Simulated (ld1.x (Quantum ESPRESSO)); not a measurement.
## Pt (Z = 78): TM pseudisation with LDA (PZ), fully relativistic reference atom.

ld1.x (Quantum ESPRESSO) 7.5 was run on this input:

```
&input
   title='Pt', zed=78., rel=2, dft='PZ', iswitch=3,
   config='[Xe] 4f14 5d9 6s0.5 6p0', rel_dist='average',
   nld=5, rlderiv=2.05, eminld=-6.0, emaxld=5.0, deld=0.02
 /
 &inputp
   pseudotype=2, tm=.true., lloc=0,
   nlcc=.true., new_core_ps=.true., rcore=1.15,
   file_pseudopw='Pt.UPF', file_wfcaegen='ae.wfc', file_wfcncgen='nc.wfc', file_beta='beta', file_chi='chi'
 /
3
5P  2  1   6.00   0.00  1.70  1.70  0.0
5D  3  2   9.00   0.00  1.60  1.60  0.0
6S  1  0   0.50   0.00  1.90  1.90  0.0
 &test
   configts(1)='5p6 5d9 6s0.5 6p0'
 /
```

Command:

```bash
ld1.x < Pt.in > Pt.out
```

Resulting log (shortened: banner, matrices, multipoles, cross overlaps and the repeated all-electron block are left out):

```
Program LD1 v.7.5
     --------------------------- All-electron run ----------------------------

     Pt
     dirac relativistic calculation

     atomic number is 78.00
     dft =PZ   lsd =0 sic =0 latt =0  beta=0.20 tr2=1.0E-14
     Exchange-correlation= PZ
                           (   1   1   0   0   0   0   0)
     mesh =1277 r(mesh) =  98.81913 a.u. xmin = -7.00 dx = 0.01250
     1 Ry =  13.60569312 eV, c = 137.03599908

     n l j   nl                  e(Ry)          e(Ha)          e(eV)
     Spin orbit split results
     1 0 0.5 1S 1( 2.00)     -5751.6585     -2875.8292    -78255.3005
     2 0 0.5 2S 1( 2.00)     -1009.9709      -504.9854    -13741.3535
     2 1 0.5 2P 1( 2.00)      -968.2008      -484.1004    -13173.0423
     2 1 1.5 2P 1( 4.00)      -841.2410      -420.6205    -11445.6675
     3 0 0.5 3S 1( 2.00)      -237.4096      -118.7048     -3230.1226
     3 1 0.5 3P 1( 2.00)      -218.6412      -109.3206     -2974.7646
     3 1 1.5 3P 1( 4.00)      -190.7388       -95.3694     -2595.1340
     4 0 0.5 4S 1( 2.00)       -51.1949       -25.5974      -696.5417
     4 1 0.5 4P 1( 2.00)       -43.2381       -21.6191      -588.2848
     4 1 1.5 4P 1( 4.00)       -36.5745       -18.2873      -497.6218
     3 2 1.5 3D 1( 4.00)      -159.4166       -79.7083     -2168.9728
     3 2 2.5 3D 1( 6.00)      -153.3986       -76.6993     -2087.0944
     5 0 0.5 5S 1( 2.00)        -7.7871        -3.8936      -105.9493
     5 1 0.5 5P 1( 2.00)        -5.2405        -2.6203       -71.3011
     5 1 1.5 5P 1( 4.00)        -4.1312        -2.0656       -56.2081
     4 2 1.5 4D 1( 4.00)       -23.5272       -11.7636      -320.1033
     4 2 2.5 4D 1( 6.00)       -22.2881       -11.1440      -303.2450
     4 3 2.5 4F 1( 6.00)        -5.6016        -2.8008       -76.2135
     4 3 3.5 4F 1( 8.00)        -5.3474        -2.6737       -72.7556
     5 2 1.5 5D 1( 3.60)        -0.8230        -0.4115       -11.1973
     5 2 2.5 5D 1( 5.40)        -0.7231        -0.3616        -9.8388
     6 0 0.5 6S 1( 0.50)        -0.7001        -0.3500        -9.5252
     6 1 0.5 6P 1( 0.00)        -0.3208        -0.1604        -4.3647
     6 1 1.5 6P 1( 0.00)        -0.2619        -0.1310        -3.5635
     Averaged results
     1 0     1S 1( 2.00)     -5751.6585     -2875.8292    -78255.3005
     2 0     2S 1( 2.00)     -1009.9709      -504.9854    -13741.3535
     2 1     2P 1( 6.00)      -883.5609      -441.7805    -12021.4591
     3 0     3S 1( 2.00)      -237.4096      -118.7048     -3230.1226
     3 1     3P 1( 6.00)      -200.0396      -100.0198     -2721.6776
     4 0     4S 1( 2.00)       -51.1949       -25.5974      -696.5417
     4 1     4P 1( 6.00)       -38.7957       -19.3979      -527.8428
     3 2     3D 1(10.00)      -155.8058       -77.9029     -2119.8458
     5 0     5S 1( 2.00)        -7.7871        -3.8936      -105.9493
     5 1     5P 1( 6.00)        -4.5010        -2.2505       -61.2391
     4 2     4D 1(10.00)       -22.7837       -11.3919      -309.9883
     4 3     4F 1(14.00)        -5.4564        -2.7282       -74.2376
     5 2     5D 1( 9.00)        -0.7631        -0.3815       -10.3822
     6 0     6S 1( 0.50)        -0.7001        -0.3500        -9.5252
     6 1     6P 1( 0.00)        -0.2815        -0.1408        -3.8306

     final scf error:  9.0E-15 reached in  28 iterations

     Etot =  -36872.593523 Ry,  -18436.296761 Ha, -501677.192117 eV

     Ekin =   42191.792673 Ry,   21095.896336 Ha,  574048.583417 eV
     Encl =  -92723.811681 Ry,  -46361.905840 Ha,-1261571.726921 eV
     Eh   =   14352.814630 Ry,    7176.407315 Ha,  195279.991313 eV
     Exc  =    -693.389145 Ry,    -346.694573 Ha,   -9434.039927 eV

     normalization and overlap integrals

     s(1S/1S) =  1.000000  <r> =   0.0172  <r2> =    0.0004  r(max) =   0.0106
     s(2S/2S) =  1.000000  <r> =   0.0717  <r2> =    0.0061  r(max) =   0.0612
     s(2P/2P) =  1.000000  <r> =   0.0591  <r2> =    0.0044  r(max) =   0.0459
     s(2P/2P) =  1.000000  <r> =   0.0675  <r2> =    0.0055  r(max) =   0.0526
     s(3S/3S) =  1.000000  <r> =   0.1867  <r2> =    0.0400  r(max) =   0.1726
     s(3P/3P) =  1.000000  <r> =   0.1769  <r2> =    0.0365  r(max) =   0.1622
     s(3P/3P) =  1.000000  <r> =   0.1924  <r2> =    0.0430  r(max) =   0.1770
     s(4S/4S) =  1.000000  <r> =   0.4152  <r2> =    0.1948  r(max) =   0.3890
     s(4P/4P) =  1.000000  <r> =   0.4180  <r2> =    0.1991  r(max) =   0.3890
     s(4P/4P) =  1.000000  <r> =   0.4522  <r2> =    0.2326  r(max) =   0.4193
     s(3D/3D) =  1.000000  <r> =   0.1677  <r2> =    0.0330  r(max) =   0.1378
     s(3D/3D) =  1.000000  <r> =   0.1724  <r2> =    0.0348  r(max) =   0.1413
     s(5S/5S) =  1.000000  <r> =   0.9524  <r2> =    1.0189  r(max) =   0.8657
     s(5P/5P) =  1.000000  <r> =   1.0337  <r2> =    1.2098  r(max) =   0.9215
     s(5P/5P) =  1.000000  <r> =   1.1354  <r2> =    1.4620  r(max) =   1.0058
     s(4D/4D) =  1.000000  <r> =   0.4619  <r2> =    0.2470  r(max) =   0.4141
     s(4D/4D) =  1.000000  <r> =   0.4732  <r2> =    0.2591  r(max) =   0.4246
     s(4F/4F) =  1.000000  <r> =   0.5126  <r2> =    0.3203  r(max) =   0.3842
     s(4F/4F) =  1.000000  <r> =   0.5200  <r2> =    0.3297  r(max) =   0.3890
     s(5D/5D) =  1.000000  <r> =   1.6282  <r2> =    3.1831  r(max) =   1.2439
     s(5D/5D) =  1.000000  <r> =   1.7084  <r2> =    3.5223  r(max) =   1.2754
     s(6S/6S) =  1.000000  <r> =   2.7820  <r2> =    8.8155  r(max) =   2.3240
     s(6P/6P) =  1.000000  <r> =   3.6828  <r2> =   15.7052  r(max) =   2.9841
     s(6P/6P) =  1.000000  <r> =   4.1277  <r2> =   19.7126  r(max) =   3.3394

     ------------------------ End of All-electron run ------------------------

     --------------------- Generating NC pseudopotential ---------------------

      Generating local pot.: lloc=0, matching radius rcloc =   1.9000

      Computing core charge for nlcc:

       r > 1.15 : true rho core
      Core charge pseudized with two Bessel functions
      Integrated core pseudo-charge :  10.42

     Fully relativistic calculation: |psi|^2

     Wfc 5P LC norm =  0.99952849 SC norm =  0.00047133 missing  0.00000018

     Wfc 5P LC norm =  0.99960332 SC norm =  0.00039561 missing  0.00000108

     Wfc 5D LC norm =  0.99979923 SC norm =  0.00020071 missing  0.00000006

     Wfc 5D LC norm =  0.99981644 SC norm =  0.00017537 missing  0.00000819

      Wfc   5P  rcut= 1.679  Using Troullier-Martins method

      Wfc   5P  rcut= 1.679  Using Troullier-Martins method

      Wfc   5D  rcut= 1.597  Using Troullier-Martins method

      Wfc   5D  rcut= 1.597  Using Troullier-Martins method

     ------------------- End of pseudopotential generation -------------------

     Computing logarithmic derivative in   2.03819
     Computing logarithmic derivative in   2.03819
     Computing the partial wave expansion
       no projector for channel:   0
     R is outside the sphere for l=    1 j= 0.50
     R is outside the sphere for l=    1 j= 1.50
     R is outside the sphere for l=    2 j= 1.50
     R is outside the sphere for l=    2 j= 2.50

     ---------------------- Testing the pseudopotential ----------------------

     Pt
     dirac relativistic calculation

     atomic number is 78.00   valence charge is 16.00
     dft =PZ   lsd =0 sic =0 latt =0  beta=0.20 tr2=1.0E-14
     mesh =1277 r(mesh) =  98.81913 xmin = -7.00 dx = 0.01250

     n l  j  nl             e AE (Ry)       e PS (Ry)    De AE-PS (Ry)
     2 1 0.5 5P   1( 2.00)       -5.24054       -5.24053       -0.00000
     2 1 1.5 5P   1( 4.00)       -4.13122       -4.13122        0.00001
     3 2 1.5 5D   1( 3.60)       -0.82299       -0.82297       -0.00002
     3 2 2.5 5D   1( 5.40)       -0.72314       -0.72315        0.00002
     1 0 0.5 6S   1( 0.50)       -0.70009       -0.70009       -0.00000
     3 1 0.5 6P   1( 0.00)       -0.32080       -0.25544       -0.06536  !
     3 1 1.5 6P   1( 0.00)       -0.26191       -0.22827       -0.03364  !

     eps = 3.1E-15  iter = 10

     Etot =  -36872.593523 Ry,  -18436.296761 Ha, -501677.192117 eV
     Etotps =  -200.492817 Ry,    -100.246408 Ha,   -2727.843736 eV

     Ekin =      69.340094 Ry,      34.670047 Ha,     943.420039 eV
     Encl =    -268.221466 Ry,    -134.110733 Ha,   -3649.338951 eV
     Ehrt =     148.442839 Ry,      74.221420 Ha,    2019.667719 eV
     Ecxc =     -45.771119 Ry,     -22.885560 Ha,    -622.747802 eV
     (Ecc =     -21.687608 Ry,     -10.843804 Ha,    -295.074943 eV)
     Epseu=    -104.283165 Ry,     -52.141582 Ha,   -1418.844740 eV

     ---------------------- End of pseudopotential test ----------------------
```

Generation and configuration tests took about 3.1 s on one core of a shared server CPU.

Transferability test of the new file with ld1.x, input:

```
&input
   title='Pt', zed=78., rel=2, dft='PZ', iswitch=2,
   config='[Xe] 4f14 5d9 6s0.5 6p0', rel_dist='average'
 /
 &test
   file_pseudo='Pt.UPF', nconf=8,
   configts(1)='5p6 5d9 6s0.5 6p0',
   configts(2)='5p6 5d9 6s1 6p0',
   configts(3)='5p6 5d9 6s0 6p0',
   configts(4)='5p6 5d8 6s0 6p0',
   configts(5)='5p6 5d10 6s0 6p0',
   configts(6)='5p6 5d6 6s0 6p0',
   configts(7)='5p5 5d9 6s1 6p0',
   configts(8)='5p6 5d9 6s0 6p1'
 /
```

```bash
ld1.x < Pt.test.in > Pt.test.out
```

Pseudopotential blocks of its output, shortened (energy terms left out):

```
     ---------------------- Testing the pseudopotential ----------------------

     n l  j  nl             e AE (Ry)       e PS (Ry)    De AE-PS (Ry)
     2 1 0.5 5P   1( 2.00)       -5.24054       -5.24053       -0.00000
     2 1 1.5 5P   1( 4.00)       -4.13122       -4.13122        0.00001
     3 2 1.5 5D   1( 3.60)       -0.82299       -0.82297       -0.00002
     3 2 2.5 5D   1( 5.40)       -0.72314       -0.72315        0.00002
     1 0 0.5 6S   1( 0.50)       -0.70009       -0.70009       -0.00000
     3 1 0.5 6P   1( 0.00)       -0.32080       -0.25544       -0.06536  !
     3 1 1.5 6P   1( 0.00)       -0.26191       -0.22827       -0.03364  !

     eps = 3.0E-15  iter = 10

     Etot =  -36872.593523 Ry,  -18436.296761 Ha, -501677.192117 eV
     Etotps =  -200.492817 Ry,    -100.246408 Ha,   -2727.843736 eV

     ---------------------- End of pseudopotential test ----------------------

          ---------------------- Testing the pseudopotential ----------------------

     n l  j  nl             e AE (Ry)       e PS (Ry)    De AE-PS (Ry)
     2 1 0.5 5P   1( 2.00)       -4.94640       -4.94911        0.00271
     2 1 1.5 5P   1( 4.00)       -3.83604       -3.83808        0.00204
     3 2 1.5 5D   1( 3.60)       -0.53059       -0.53104        0.00044
     3 2 2.5 5D   1( 5.40)       -0.43222       -0.43257        0.00035
     1 0 0.5 6S   1( 1.00)       -0.43978       -0.43940       -0.00038
     3 1 0.5 6P   1( 0.00)       -0.10191       -0.05821       -0.04369  !
     3 1 1.5 6P   1( 0.00)       -0.06153       -0.04147       -0.02006  !

     eps = 5.6E-15  iter = 13

     Etot =  -36872.877801 Ry,  -18436.438900 Ha, -501681.059916 eV
     Etotps =  -200.776984 Ry,    -100.388492 Ha,   -2731.710025 eV
     dEtot_ae =      -0.284278 Ry
     dEtot_ps =      -0.284167 Ry,   Delta E=      -0.000111 Ry

     ---------------------- End of pseudopotential test ----------------------

          ---------------------- Testing the pseudopotential ----------------------

     n l  j  nl             e AE (Ry)       e PS (Ry)    De AE-PS (Ry)
     2 1 0.5 5P   1( 2.00)       -5.55684       -5.55416       -0.00269
     2 1 1.5 5P   1( 4.00)       -4.44840       -4.44646       -0.00194
     3 2 1.5 5D   1( 3.60)       -1.13539       -1.13508       -0.00031
     3 2 2.5 5D   1( 5.40)       -1.03385       -1.03371       -0.00014
     1 0 0.5 6S   1( 0.00)       -0.97507       -0.97568        0.00061
     3 1 0.5 6P   1( 0.00)       -0.55914       -0.47319       -0.08595  !
     3 1 1.5 6P   1( 0.00)       -0.48343       -0.43665       -0.04678  !

     eps = 9.6E-15  iter = 10

     Etot =  -36872.175265 Ry,  -18436.087633 Ha, -501671.501439 eV
     Etotps =  -200.074412 Ry,    -100.037206 Ha,   -2722.151052 eV
     dEtot_ae =       0.418257 Ry
     dEtot_ps =       0.418405 Ry,   Delta E=      -0.000147 Ry

     ---------------------- End of pseudopotential test ----------------------

          ---------------------- Testing the pseudopotential ----------------------

     n l  j  nl             e AE (Ry)       e PS (Ry)    De AE-PS (Ry)
     2 1 0.5 5P   1( 2.00)       -6.48242       -6.49280        0.01038  !
     2 1 1.5 5P   1( 4.00)       -5.36494       -5.37429        0.00935  !
     3 2 1.5 5D   1( 3.20)       -1.99071       -1.99629        0.00558  !
     3 2 2.5 5D   1( 4.80)       -1.87932       -1.88454        0.00522  !
     1 0 0.5 6S   1( 0.00)       -1.65611       -1.65802        0.00191
     3 1 0.5 6P   1( 0.00)       -1.15460       -1.01078       -0.14383  !
     3 1 1.5 6P   1( 0.00)       -1.03899       -0.95394       -0.08505  !

     eps = 1.1E-15  iter =  9

     Etot =  -36870.685061 Ry,  -18435.342530 Ha, -501651.226171 eV
     Etotps =  -198.581949 Ry,     -99.290974 Ha,   -2701.845056 eV
     dEtot_ae =       1.908462 Ry
     dEtot_ps =       1.910868 Ry,   Delta E=      -0.002406 Ry

     ---------------------- End of pseudopotential test ----------------------

          ---------------------- Testing the pseudopotential ----------------------

     n l  j  nl             e AE (Ry)       e PS (Ry)    De AE-PS (Ry)
     2 1 0.5 5P   1( 2.00)       -4.77755       -4.76894       -0.00861  !
     2 1 1.5 5P   1( 4.00)       -3.67365       -3.66682       -0.00682  !
     3 2 1.5 5D   1( 4.00)       -0.40660       -0.40450       -0.00211
     3 2 2.5 5D   1( 6.00)       -0.31433       -0.31270       -0.00162
     1 0 0.5 6S   1( 0.00)       -0.38529       -0.38681        0.00152
     3 1 0.5 6P   1( 0.00)       -0.07338       -0.03997       -0.03341  !
     3 1 1.5 6P   1( 0.00)       -0.04075       -0.02641       -0.01435  !

     eps = 8.1E-15  iter = 10

     Etot =  -36872.875618 Ry,  -18436.437809 Ha, -501681.030215 eV
     Etotps =  -200.773428 Ry,    -100.386714 Ha,   -2731.661650 eV
     dEtot_ae =      -0.282095 Ry
     dEtot_ps =      -0.280611 Ry,   Delta E=      -0.001484 Ry

     ---------------------- End of pseudopotential test ----------------------

          ---------------------- Testing the pseudopotential ----------------------

     n l  j  nl             e AE (Ry)       e PS (Ry)    De AE-PS (Ry)
     2 1 0.5 5P   1( 2.00)       -8.64321       -8.69583        0.05262  !
     2 1 1.5 5P   1( 4.00)       -7.49510       -7.54137        0.04627  !
     3 2 1.5 5D   1( 2.40)       -3.97359       -3.99968        0.02609  !
     3 2 2.5 5D   1( 3.60)       -3.84138       -3.86560        0.02422  !
     1 0 0.5 6S   1( 0.00)       -3.21717       -3.24028        0.02311  !
     3 1 0.5 6P   1( 0.00)       -2.56686       -2.27972       -0.28713  !
     3 1 1.5 6P   1( 0.00)       -2.37273       -2.18631       -0.18642  !

     eps = 5.1E-17  iter =  9

     Etot =  -36864.919813 Ry,  -18432.459906 Ha, -501572.785977 eV
     Etotps =  -192.787614 Ry,     -96.393807 Ha,   -2623.009111 eV
     dEtot_ae =       7.673710 Ry
     dEtot_ps =       7.705203 Ry,   Delta E=      -0.031493 Ry

     ---------------------- End of pseudopotential test ----------------------

          ---------------------- Testing the pseudopotential ----------------------

     n l  j  nl             e AE (Ry)       e PS (Ry)    De AE-PS (Ry)
     2 1 0.5 5P   1( 1.67)       -5.90473       -5.94868        0.04395  !
     2 1 1.5 5P   1( 3.33)       -4.77094       -4.80500        0.03406  !
     3 2 1.5 5D   1( 3.60)       -1.36720       -1.37803        0.01083  !
     3 2 2.5 5D   1( 5.40)       -1.25420       -1.26333        0.00913  !
     1 0 0.5 6S   1( 1.00)       -1.06781       -1.06444       -0.00337
     3 1 0.5 6P   1( 0.00)       -0.62142       -0.51555       -0.10586  !
     3 1 1.5 6P   1( 0.00)       -0.53548       -0.47635       -0.05913  !

     eps = 1.5E-15  iter = 16

     Etot =  -36868.214388 Ry,  -18434.107194 Ha, -501617.610956 eV
     Etotps =  -196.094405 Ry,     -98.047202 Ha,   -2668.000292 eV
     dEtot_ae =       4.379135 Ry
     dEtot_ps =       4.398412 Ry,   Delta E=      -0.019277 Ry

     ---------------------- End of pseudopotential test ----------------------

          ---------------------- Testing the pseudopotential ----------------------

     n l  j  nl             e AE (Ry)       e PS (Ry)    De AE-PS (Ry)
     2 1 0.5 5P   1( 2.00)       -5.09165       -5.12906        0.03740  !
     2 1 1.5 5P   1( 4.00)       -3.98204       -4.02003        0.03800  !
     3 2 1.5 5D   1( 3.60)       -0.67023       -0.70768        0.03745  !
     3 2 2.5 5D   1( 5.40)       -0.56999       -0.60711        0.03712  !
     1 0 0.5 6S   1( 0.00)       -0.54489       -0.57420        0.02931  !
     3 1 0.5 6P   1( 0.33)       -0.18433       -0.15095       -0.03337  !
     3 1 1.5 6P   1( 0.67)       -0.13641       -0.12947       -0.00694  !

     eps = 1.5E-15  iter = 18

     Etot =  -36872.500464 Ry,  -18436.250232 Ha, -501675.925984 eV
     Etotps =  -200.364440 Ry,    -100.182220 Ha,   -2726.097086 eV
     dEtot_ae =       0.093059 Ry
     dEtot_ps =       0.128376 Ry,   Delta E=      -0.035317 Ry

     ---------------------- End of pseudopotential test ----------------------
```
